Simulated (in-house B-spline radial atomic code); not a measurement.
## Ionising Lu3+ with different functionals

Computed with a B-spline radial code for spherical atoms: four-component Dirac-Coulomb Hamiltonian, Fermi nucleus of rms radius 5.37 fm, spin-restricted, spherical fractional occupations for the functionals. The ionisation energy is the difference of two self-consistent energies, [Xe] 4f14 → [Xe] 4f13, without Breit or QED terms; ε is the level of the shell that loses the electron (mean over j). The electron is taken from both j subshells in proportion to 2j + 1, so the result is a j average, not the step between ground levels.

Hybrids are left out here: with spherical fractional occupations of an open shell their exact exchange keeps a self-interaction that integer-occupation calculations don't have.

```
           method  rung  ΔSCF (eV)  -ε(4f) (eV)
         LDA VWN5   LDA      46.96        36.50
 relativistic LDA   LDA      47.14        36.66
         LDA PW92   LDA      46.95        36.49
LDA exchange-only   LDA      45.06        34.67
              PBE   GGA      46.58        36.13
           PBEsol   GGA      46.63        36.18
             BLYP   GGA      46.39        35.96
             RPBE   GGA      46.50        36.05
             PW91   GGA      46.68        36.23
             BP86   GGA      46.68        36.22
             AM05   GGA      46.69        36.22
             OLYP   GGA      47.12        36.58
```

How do they compare with the NIST value?

NIST lists 45.25 eV ± 0.025 (semi-empirical, ground level to ground level). Errors run from -0.19 to +1.89 eV. The correlated functionals all miss on the same side by more than they spread, so the cause is common to them (Breit-QED terms, spin polarisation, the choice among j levels, multiplet and fine-structure energies, or a listed next ion that isn't the cheapest removal here) and closeness doesn't rank the functionals.
